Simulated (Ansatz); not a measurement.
C₃H₇BO₂, SMILES `COC1(O)BC1`, charge 0, multiplicity 1.

**Question.** Give a relaxed structure at PBE0-D4/def2-TZVP (Ansatz 0.2.0). (Estimate.)

**Answer.** The calculation gave: 
Cartesian coordinates in Å:
```
C -0.8260 1.5063 0.8734
O 0.2706 0.9845 0.1474
C 0.2464 -0.4021 0.0337
O 0.3680 -1.0958 1.2239
B -0.5339 -0.9430 -1.1795
C 1.0006 -0.8944 -1.1881
H -1.7759 1.2332 0.4007
H -0.7174 2.5905 0.8729
H -0.8284 1.1398 1.9035
H 1.2737 -0.9851 1.5389
H -1.5409 -1.1003 -1.7821
H 1.5156 -1.8407 -1.0314
H 1.5474 -0.1927 -1.8134
```
This is one stationary point; other conformers may exist.
